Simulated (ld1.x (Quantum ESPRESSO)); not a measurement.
Before and after: TM potential for Hf (Z = 72)

- Element: hafnium
- Generator: ld1.x (Quantum ESPRESSO) 7.5
- Type: norm-conserving Troullier–Martins (Kleinman–Bylander form)
- Functional: revPBE
- Relativity: fully relativistic
- Frozen core: [Xe] 4f14
- Valence charge: 4
- Reference configuration: 5d2 6s1.5 6p0.5
- Partial waves: 6p (bound): rc 4.20 bohr; 5d (bound): rc 1.95 bohr; 6s (bound): rc 2.95 bohr
- Local potential: the s channel
- Core correction: a·sin(br)/r model core inside 0.95 bohr

Open shells are filled in proportion to 2j + 1 (rel_dist='average').

Change: wave 6s (bound): rc 2.95 bohr becomes 6s (bound): rc 4.38 bohr.

Cutoffs: the cutoffs (Ry, on a coarse ladder) from which the occupation-weighted sum of valence levels, in a spherical-Bessel basis at the reference potential, stays within 10 and 1 mRy of its value at 400 Ry; they do not see the model core or the augmentation charge, which bear on the density cutoff. Errors are all-electron minus pseudo energies relative to the spin-unpolarised reference configuration.

Problem. Predict the effect on cutoff, ghosts and configuration errors.

Solution. The potential gets neither clearly harder nor softer (25 Ry and 30 Ry → 25 Ry and 30 Ry); of the 7 tests that both files solve, the error grows in 4 and shrinks in 1 by more than 15 % and 0.3 meV (median size 12.5 → 59.5 meV); neither file shows a bound ghost.

| quantity | base | changed |
| --- | --- | --- |
| cutoff, loose | 25 Ry | 25 Ry |
| cutoff, tight | 30 Ry | 30 Ry |
| bound ghosts | none | none |
| error for 5d2 6s2 6p0, meV [ΔE -1.86 eV] | -0.8 | -4.4 |
| error for 5d2 6s1 6p0, meV [ΔE 6.05 eV] | -5.7 | +1.2 |
| error for 5d2 6s0 6p0, meV [ΔE 20.08 eV] | -41 | -101 |
| error for 5d1 6s0 6p0, meV [ΔE 41.74 eV] | -254 | -570 |
| error for 5d1 6s2 6p0, meV [ΔE 4.58 eV] | -64 | +59 |
| error for 5d2 6s0 6p2, meV [ΔE 5.87 eV] | -13 | -75 |
| error for 5d2 6s1.5 6p0, meV [ΔE 1.37 eV] | -1.5 | -1.5 |
